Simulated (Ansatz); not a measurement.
Molecule: C2H3F2 (charge 0, doublet). It need not be the lowest isomer of its formula. 
Structure (B3LYP-D3(BJ)/def2-TZVP (Ansatz, a first-principles code) minimum search):
SMILES: F[C](C)F
```xyz
7

C     -1.3819    -0.1393    -0.0395
C      0.0723     0.0128    -0.2998
F      0.8379    -1.0163     0.0887
F      0.6175     1.1598     0.1282
H     -1.5758    -0.1785     1.0400
H     -1.7431    -1.0601    -0.4942
H     -1.9220     0.7061    -0.4621
```
Charge 0, spin multiplicity 2.

Computed values are from Ansatz. Correlated levels leave the core frozen unless marked. Open shells are spin-unrestricted. Spin-orbit coupling is left out. Non-relativistic. CBS marks a two-point X^-3 extrapolation of the correlation energy; Hartree-Fock from the larger set (for Q and 5 zeta extrapolated as (X+1)exp(-9√X)).

Question: What is the atomisation energy De at CCSD(T)/CBS(cc-pVQZ,cc-pV5Z)?

Answer: 629.6 kcal/mol.

Question: What is the T1 diagnostic at CCSD/cc-pV5Z?

Answer: 0.014.

Question: What is the total energy at CCSD(T)/CBS(cc-pVQZ,cc-pV5Z)?

Answer: -277.4217 Eh.

Question: What is the dipole moment at CCSD(T)/aug-cc-pVDZ?

Answer: 2.04 D.
